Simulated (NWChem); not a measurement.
Program: NWChem. System: ClTl, charge 0, spin multiplicity 1, at a geometry optimised with PBE0/def2-SVP with def2 effective core potentials on Tl. The structure started from a generated list of species. Level: TD-PBE0/def2-SVPD with def2 effective core potentials on Tl.

Job file:

```
start mol
memory heap 200 mb stack 900 mb global 1100 mb
geometry units angstroms nocenter noautoz
  Tl     0.000000     0.000000    -0.437060
  Cl     0.000000     0.000000     2.082462
  symmetry group C2v
end
basis spherical
  * library def2-svpd
end
ecp
  Tl library def2-ecp
end
dft
  xc pbe0
  semidirect memsize 60000000 filesize 0
  iterations 100
end
tddft
  rpa
  nroots 5
  notriplet
  thresh 1e-4
end
task tddft energy
```

NWChem printed:

```
             Northwest Computational Chemistry Package (NWChem) 7.3.0
             --------------------------------------------------------

                                NWChem Input Module
                                -------------------

 Scaling coordinates for geometry "geometry" by  1.889725989
 (inverse scale =  0.529177249)

 Turning off AUTOSYM since
 SYMMETRY directive was detected!

                             Geometry "geometry" -> ""
                             -------------------------

 Output coordinates in angstroms (scale by  1.889725989 to convert to a.u.)

  No.       Tag          Charge          X              Y              Z
 ---- ---------------- ---------- -------------- -------------- --------------
    1 Tl                  81.0000     0.00000000     0.00000000    -0.43706000
    2 Cl                  17.0000     0.00000000     0.00000000     2.08246200

 Effective nuclear repulsion energy (a.u.)     289.2124267510

            Nuclear Dipole moment (a.u.)
            ----------------------------
        X                 Y               Z
 ---------------- ---------------- ----------------
     0.0000000000     0.0000000000    -0.0000113384

      Symmetry information
      --------------------

 Group name             C2v
 Group number             16
 Group order               4
 No. of unique centers     2

      Symmetry unique atoms

     1    2


 Summary of "ao basis" -> "" (spherical)
 ------------------------------------------------------------------------------
       Tag                 Description            Shells   Functions and Types
 ---------------- ------------------------------  ------  ---------------------
 *                         def2-svpd                  on all atoms

                                 NWChem DFT Module
                                 -----------------

 Summary of "ao basis" -> "ao basis" (spherical)
 ------------------------------------------------------------------------------
       Tag                 Description            Shells   Functions and Types
 ---------------- ------------------------------  ------  ---------------------
 Tl                        def2-svpd                12       32   5s4p3d
 Cl                        def2-svpd                11       27   5s4p2d

 Summary of "ao basis" -> "ao basis" (spherical)
 ------------------------------------------------------------------------------
       Tag                 Description            Shells   Functions and Types
 ---------------- ------------------------------  ------  ---------------------
 Tl                        def2-svpd                12       32   5s4p3d
 Cl                        def2-svpd                11       27   5s4p2d

      Symmetry analysis of basis
      --------------------------

        a1         28
        a2          5
        b1         13
        b2         13

            General Information
            -------------------
          SCF calculation type: DFT
          Wavefunction type:  closed shell.
          No. of atoms     :     2
          No. of electrons :    38
           Alpha electrons :    19
            Beta electrons :    19
          Charge           :     0
          Spin multiplicity:     1
          Use of symmetry is: off; symmetry adaption is: on
          Maximum number of iterations: 100
          AO basis - number of functions:    59
                     number of shells:    23
          Convergence on energy requested:  1.00D-06
          Convergence on density requested:  1.00D-05
[...]
  Restricted singlet excited states

  Iter   NTrls   NConv    DeltaV     DeltaE      Time
  ----  ------  ------  ---------  ---------  ---------
    1      5       0     0.17E+00   0.10+100        3.4
    2     15       0     0.30E-01   0.19E-01        4.6
    3     25       0     0.22E-01   0.27E-02        5.0
    4     35       1     0.82E-02   0.49E-03        5.4
    5     43       2     0.16E-02   0.33E-04        4.7
    6     49       2     0.43E-03   0.14E-05        3.6
    7     55       4     0.14E-03   0.99E-07        4.0
    8     57       5     0.68E-04   0.75E-08        3.8
  ----  ------  ------  ---------  ---------  ---------
  Convergence criterion met

  Ground state a1       -632.504413610058 a.u.

  ----------------------------------------------------------------------------
  Root   1 singlet b2             0.170972036 a.u.                4.6524 eV
  ----------------------------------------------------------------------------
     Transition Moments    X -0.00194   Y -0.62585   Z -0.00000
     Transition Moments   XX -0.00000  XY  0.00000  XZ  0.00761
     Transition Moments   YY  0.00000  YZ  2.45726  ZZ -0.00000
     Dipole Oscillator Strength                    0.0446450597
     Electric Quadrupole                           0.0000001607
     Magnetic Dipole                               0.0000023550
     Total Oscillator Strength                     0.0446475754

          sigma_e =   2.1586 Angstrom
          sigma_h =   1.9198 Angstrom
         |d_h->e| =   1.5527 Angstrom
            d_exc =   3.2701 Angstrom
            d_CD1 =   1.7915 Angstrom
            d_CD2 =  -0.4865 Angstrom
            d_CD3 =   4.8228 Angstrom
     Pearson C.C. =   0.0076

     Occ.   16  a1  ---  Virt.   20  b2  -0.07631 X
     Occ.   19  a1  ---  Virt.   20  b2   0.99591 X
  ----------------------------------------------------------------------------
  Root   2 singlet b1             0.170972037 a.u.                4.6524 eV
  ----------------------------------------------------------------------------
     Transition Moments    X  0.62585   Y -0.00194   Z  0.00000
     Transition Moments   XX -0.00000  XY -0.00000  XZ -2.45726
     Transition Moments   YY  0.00000  YZ  0.00761  ZZ  0.00000
     Dipole Oscillator Strength                    0.0446450607
     Electric Quadrupole                           0.0000001607
     Magnetic Dipole                               0.0000023550
     Total Oscillator Strength                     0.0446475765

          sigma_e =   2.1586 Angstrom
          sigma_h =   1.9198 Angstrom
         |d_h->e| =   1.5527 Angstrom
            d_exc =   3.2701 Angstrom
            d_CD1 =   1.7915 Angstrom
            d_CD2 =  -0.4865 Angstrom
            d_CD3 =   4.8228 Angstrom
     Pearson C.C. =   0.0076

     Occ.   16  a1  ---  Virt.   21  b1   0.07631 X
     Occ.   19  a1  ---  Virt.   21  b1  -0.99591 X
  ----------------------------------------------------------------------------
  Root   3 singlet a2             0.177590452 a.u.                4.8325 eV
  ----------------------------------------------------------------------------
     Transition Moments    X  0.00000   Y -0.00000   Z  0.00000
     Transition Moments   XX  0.00000  XY  0.00000  XZ -0.00000
     Transition Moments   YY  0.00000  YZ  0.00000  ZZ  0.00000
     Dipole Oscillator Strength                    0.0000000000
     Electric Quadrupole                           0.0000000000
     Magnetic Dipole                               0.0000000000
     Total Oscillator Strength                     0.0000000000

          sigma_e =   2.1218 Angstrom
          sigma_h =   1.2117 Angstrom
         |d_h->e| =   2.3891 Angstrom
            d_exc =   3.4171 Angstrom
            d_CD1 =   3.2992 Angstrom
            d_CD2 =   0.7223 Angstrom
            d_CD3 =   5.8062 Angstrom
     Pearson C.C. =   0.0001

     Occ.   17  b1  ---  Virt.   20  b2   0.70579 X
     Occ.   18  b2  ---  Virt.   21  b1  -0.70579 X
  ----------------------------------------------------------------------------
  Root   4 singlet a2             0.179233215 a.u.                4.8772 eV
  ----------------------------------------------------------------------------
     Transition Moments    X  0.00000   Y  0.00000   Z -0.00000
     Transition Moments   XX  0.00000  XY  0.76855  XZ -0.00000
     Transition Moments   YY -0.00000  YZ -0.00000  ZZ -0.00000
     Dipole Oscillator Strength                    0.0000000000
     Electric Quadrupole                           0.0000000181
     Magnetic Dipole                               0.0000000000
     Total Oscillator Strength                     0.0000000181

          sigma_e =   2.1260 Angstrom
          sigma_h =   1.2122 Angstrom
         |d_h->e| =   2.3867 Angstrom
            d_exc =   3.4168 Angstrom
            d_CD1 =   3.3006 Angstrom
            d_CD2 =   0.7176 Angstrom
            d_CD3 =   5.8035 Angstrom
     Pearson C.C. =   0.0022

     Occ.   17  b1  ---  Virt.   20  b2  -0.70599 X
     Occ.   18  b2  ---  Virt.   21  b1  -0.70599 X
  ----------------------------------------------------------------------------
  Root   5 singlet a1             0.179233222 a.u.                4.8772 eV
  ----------------------------------------------------------------------------
     Transition Moments    X  0.00000   Y -0.00000   Z -0.00000
     Transition Moments   XX  0.76858  XY -0.00000  XZ -0.00000
     Transition Moments   YY -0.76851  YZ  0.00000  ZZ -0.00003
     Dipole Oscillator Strength                    0.0000000000
     Electric Quadrupole                           0.0000000181
     Magnetic Dipole                               0.0000000000
     Total Oscillator Strength                     0.0000000181

          sigma_e =   2.1260 Angstrom
          sigma_h =   1.2122 Angstrom
         |d_h->e| =   2.3867 Angstrom
            d_exc =   3.4168 Angstrom
            d_CD1 =   3.3006 Angstrom
            d_CD2 =   0.7176 Angstrom
            d_CD3 =   5.8035 Angstrom
     Pearson C.C. =   0.0022

     Occ.   17  b1  ---  Virt.   21  b1  -0.70599 X
     Occ.   18  b2  ---  Virt.   20  b2   0.70599 X

              Target root =      1
          Target symmetry = none
      Ground state energy =   -632.504413610058
        Excitation energy =      0.170972035800
     Excited state energy =   -632.333441574258

  stored tddft:energy   -632.33344157425802

 Task  times  cpu:       36.7s     wall:       36.7s

 Total times  cpu:       36.7s     wall:       36.7s
```
